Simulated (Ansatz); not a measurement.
The same path of FGe2H5O + H2 (11 atoms, charge 0, multiplicity 1) was run twice with different band settings. Lost on the way: Ge1–Ge2, H10–H11. Made: Ge1–H10, Ge2–H11.

All numbers below come from RKS PBE0/def2-SVP (Ansatz).

Relaxed end points:

```xyz
11
Properties=species:S:1:pos:R:3
Ge -0.032 0.405 0.195
Ge 0.011 0.424 2.620
H -1.281 -0.232 3.136
H 1.225 -0.376 3.121
H 0.096 1.870 3.133
H 1.191 0.910 -0.582
F -1.391 1.406 -0.265
O -0.350 -1.211 -0.467
H -1.161 -1.607 -0.127
H 0.679 -3.052 0.949
H 0.857 -3.561 1.489
```

```xyz
11
Properties=species:S:1:pos:R:3
Ge 0.226 -0.344 -0.906
Ge -0.093 -0.271 3.349
H -1.387 0.377 2.844
H -0.309 -0.811 4.774
H 1.067 0.731 3.349
H -0.447 0.323 -2.105
F 0.395 0.857 0.355
O -0.903 -1.556 -0.309
H -0.616 -1.961 0.518
H 1.641 -0.899 -1.116
H 0.271 -1.471 2.448
```

Common settings: spring 5.0 eV/Å²; optimiser quadratic models (default); start path through a guess of the saddle point; force threshold 0.05 eV/Å; iteration limit 60; end points relaxed.

| run | movable images | climbing image |
| --- | --- | --- |
| 1 | 7 | yes |
| 2 | 4 | no |

What does each run give, and how far can it be trusted?

Run 1: converged after 26 iterations, highest image 2.740 eV above the first end. Neighbouring images differ by up to 2.4 eV, so the band resolves the path poorly. A vibrational analysis at the climbing image gives one clearly imaginary mode, 1386i cm⁻¹: a first-order saddle point.
Run 2: converged after 23 iterations, highest image 0.690 eV above the first end. No image climbed, so the highest image needn't sit at the top of the path. A band with more images between the same ends climbed to 2.74 eV, so this one has probably stepped over the top.
The orbitals stay closed-shell, which can raise the energy where a bond breaks towards radicals; this wasn't checked here.
